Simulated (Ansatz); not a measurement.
Calculated with Ansatz (gas phase, PBE0-D4/def2-TZVP geometries, no zero-point term in ΔE). CBS: MP2 limit from def2 TZ/QZ plus the TZ coupled-cluster correction, frozen cores. This one scheme is used for every species, atoms too. DFT in def2-TZVPP. No spin–orbit coupling; open shells (•) take unrestricted orbitals. Spin–orbit coupling would lower the free atoms: a little for C. For As outer-core shells are correlated without core-valence functions, so the limit isn't a true one: a few kJ/mol of doubt a bond, and 10 to 20 or more in all where bonds break to atoms. Scalar relativity is left out up to krypton. One conformer a species, not always the lowest.

Consider the atomization: `CC[AsH]C` → As• + 3 C• + 9 H•.

```
             level  ΔE (kJ/mol)
        r2SCANh-D4       4631.0
              PBE0       4634.4
         CAM-B3LYP       4646.0
SCS-MP2/def2-TZVPP       4564.7
```

(1) What does CCSD(T)/CBS give? (Best estimate.)

Largest T1 diagnostic among the species: 0.010.

Answers

(1) The calculation gave: +4642.1 kJ/mol. The listed levels differ from it by -11.1, -7.7, 3.9, -77.4 kJ/mol.

From BLYP to BHLYP (50 % exact exchange), in def2-TZVPP and without D4, ΔE moves by −49.6 kJ/mol: exact exchange takes away binding that semilocal exchange gives to molecules. At CCSD(T), def2-SVP lies −228.4 kJ/mol from the extrapolated value and def2-TZVPP −95.4 kJ/mol: correlation converges slowly with the basis, and small sets miss more of it in the bonded molecule than in its fragments. The D4 term adds +38.8 kJ/mol with B3LYP and +20.3 kJ/mol with PBE0; it sums over pairs of atoms, weighted by their polarisabilities, and B3LYP, whose exchange is more repulsive, gets the larger term.

B3LYP here is the variant with VWN-RPA as its local correlation; programs differ in this.

For atomizations the MP2-based limit and the directly extrapolated one differ by several kJ/mol either way, and by 10 to 25 for some Ge, Se and Sn compounds, so smaller differences from it don't rank the levels.
